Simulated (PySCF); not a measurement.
Vibration and rotation of AgC

PBE0 constants of AgC, ⁴Σ⁻ (quartet), unpaired electrons σ ↑, π ↑↑ (PySCF, scalar-relativistic core potentials, basis sets Ag cc-pVDZ-PP with ECP28, C cc-pVDZ; masses 106.9051 and 12.0000 u):

```
ωe                      : 501.7 cm⁻¹
ωexe                    : 4.21 cm⁻¹
Be                      : 0.38663 cm⁻¹
αe                      : 0.00412 cm⁻¹
D (centrifugal)         : 9.19e-07 cm⁻¹
De to Ag (4d10 5s1) + C : 1.74 eV
```

(1) Give the vibrational terms G(v) and spacings up to v = 6.

(2) How well does the Morse estimate ωe²/(4ωexe) reproduce De, and what is D0?

Spin–orbit coupling is left out, which matters for elements this heavy, above all for dissociation energies. With d or f electrons several states lie close, and the lowest PBE0 determinant need not be the measured ground state.

Results:

(1) G(v) = ωe(v+½) − ωexe(v+½)².

| v | G(v) (cm⁻¹) | G(v) − G(v−1) | Bv (cm⁻¹) |
| --- | --- | --- | --- |
| 0 | 250 |  | 0.3846 |
| 1 | 743 | 493 | 0.3804 |
| 2 | 1228 | 485 | 0.3763 |
| 3 | 1704 | 476 | 0.3722 |
| 4 | 2172 | 468 | 0.3681 |
| 5 | 2632 | 460 | 0.3640 |
| 6 | 3083 | 451 | 0.3598 |

(2) It gives 1.85 eV, 107 % of the computed De. D0 = De − G(0) = 1.74 − 0.03 = 1.71 eV.
